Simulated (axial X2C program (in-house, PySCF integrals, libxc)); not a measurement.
# Worked dissociation energy of ZrCl⁺: MP2, without spin–orbit coupling

Computed with an in-house all-electron X2C program for linear molecules (integrals from PySCF). Spin-free means the one-electron spin-free X2C Hamiltonian. Basis: Zr dyall-cv3z [11s12p9d6f3g], Cl dyall-av3z [9s8p3d2f] (cores contracted in-house); Gaussian nuclei, density fitting, unrestricted open shells. Masses: Zr 89.905 u, Cl 34.969 u.

Molecular state: M_S = 1, Λ = 2 (beyond evenly filled blocks: σα, δ+α).

Correlated methods: 10 electrons correlated (number of frozen shells: Zr 4 s, 3 p, 1 d; Cl 2 s, 1 p), 308 virtual spin orbitals or spinors in MP2.

```
E(Zr+) (2M_S = 3, M_L = 2) : -3596.046815 hartree
E(Cl) (2M_S = 1, M_L = 1)  : -461.066971 hartree
E(ZrCl⁺) at Re             : -4057.282691 hartree
ωe                         : 451.4 cm⁻¹
ωexe                       : 1.36 cm⁻¹
```

Q: Work out De and D0.

A: De = -3596.046815 + (-461.066971) − (-4057.282691) = 0.16891 hartree = 4.596 eV. The zero-point energy is ωe/2 − ωexe/4 = 225 cm⁻¹ = 0.028 eV, so D0 = 4.568 eV.

One determinant describes the state; a PBE0 search over occupations chose it and may have missed a lower one. De is counted from the lowest determinant-based energies of the atoms at the same level, without counterpoise correction. PBE0 can misorder states that lie within some tenths of an eV, so this need not be the ground state of the molecule. The nearest other spin-free determinant of the search, M_S = 1, Λ = 0, lies 0.23 eV up at the distance of the search. The outer-core s and p shells of the metal are frozen in the correlated rows, which leaves out core–valence correlation; for alkali and alkaline-earth bonds that tends to lengthen them. With the outer-core shells frozen, correlated bond lengths of heavy atoms tend to come out a few hundredths of an ångström too long.

Each atomic determinant is the lowest at this level and need not be a pure term. Totals compare only within one Hamiltonian and basis.
